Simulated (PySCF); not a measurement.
Input for PySCF: R-HF/STO-3G on BGeH5O (SMILES O[BH][GeH3]), a point of a torsion scan.

```python
from pyscf import gto, scf, dft, mp
from pyscf.data.elements import chemcore

mol = gto.M(
    atom='''
    O     1.60449499    0.75598803   -0.19643024
    B     0.87475614   -0.30326626    0.12324729
    Ge   -1.12376519   -0.02727870   -0.02050484
    H     2.56196024    0.70639179   -0.15478517
    H     1.37117927   -1.32014509    0.46261682
    H    -1.83842270   -0.93205230   -0.97858597
    H    -1.55323140    1.33743587   -0.45043680
    H    -1.90653917   -0.25728641    1.23703737
    ''',
    basis='sto-3g',
    charge=0, spin=0, verbose=3, max_memory=1800)
mf = scf.RHF(mol)
mf.conv_tol = 1e-8
mf.max_cycle = 100
mf.kernel()
if not mf.converged:
    mf = mf.newton().run(mf.mo_coeff, mf.mo_occ)
```

Program output:

```
converged SCF energy = -2152.92703950826
```

Self-consistency was reached.

Cost: about 0.28 core-seconds (a rough figure).
